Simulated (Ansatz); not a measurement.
This geometry of C3H11NOSi (17 atoms, charge 0, multiplicity 1) is a first-order saddle point.

All numbers below come from Ansatz 0.2.0, RKS BLYP-D4/def2-SVP.

```xyz
17
Properties=species:S:1:pos:R:3
C 0.579 -2.391 -0.417
C 1.284 -1.020 -0.543
Si 0.497 0.338 0.514
O 1.338 1.791 0.299
C -1.305 0.770 0.000
N -1.673 2.114 0.454
H 0.579 -2.754 0.632
H 1.076 -3.169 -1.032
H -0.480 -2.342 -0.745
H 1.281 -0.673 -1.600
H 2.355 -1.108 -0.258
H 0.516 -0.086 1.964
H 0.677 2.518 0.339
H -1.338 0.762 -1.110
H -2.048 -0.001 0.319
H -1.788 2.874 -0.210
H -1.569 2.376 1.432
```

Task: Which two structures does it join? (They come from a converged band through this point; their orientation in space is the band's.)

Result: No bond is made or broken. The height of N6 over the plane of its neighbours goes from 0.39 to -0.42 Å.

Image 0:

```xyz
17
Properties=species:S:1:pos:R:3
C 0.467 -2.381 -0.459
C 1.276 -1.065 -0.532
Si 0.569 0.319 0.545
O 1.438 1.752 0.369
C -1.197 0.852 -0.003
N -1.345 2.282 0.394
H 0.407 -2.766 0.581
H 0.921 -3.182 -1.079
H -0.575 -2.244 -0.816
H 1.328 -0.693 -1.579
H 2.330 -1.243 -0.223
H 0.541 -0.144 1.981
H 0.749 2.462 0.308
H -1.213 0.804 -1.114
H -2.016 0.179 0.350
H -2.144 2.720 -0.085
H -1.555 2.348 1.400
```

Image 8:

```xyz
17
Properties=species:S:1:pos:R:3
C 0.542 -2.323 -0.343
C 1.220 -0.950 -0.566
Si 0.388 0.476 0.376
O 1.129 1.969 0.046
C -1.417 0.787 -0.134
N -2.018 2.006 0.471
H 0.528 -2.601 0.732
H 1.067 -3.137 -0.885
H -0.511 -2.322 -0.693
H 1.221 -0.689 -1.648
H 2.291 -1.000 -0.268
H 0.455 0.192 1.861
H 2.016 2.105 0.423
H -1.468 0.878 -1.243
H -2.052 -0.092 0.113
H -1.381 2.798 0.300
H -2.029 1.902 1.497
```

Task: How far does it lie above each of them?

Result: 0.297 eV above the first and 0.190 eV above the second. This is the barrier of this one path; another mechanism may lie lower.

Time of the run: 4.2 min on 2 threads of Intel(R) Xeon(R) Platinum 8488C (Sapphire Rapids), with other jobs on the host, peak memory 0.21 GiB.
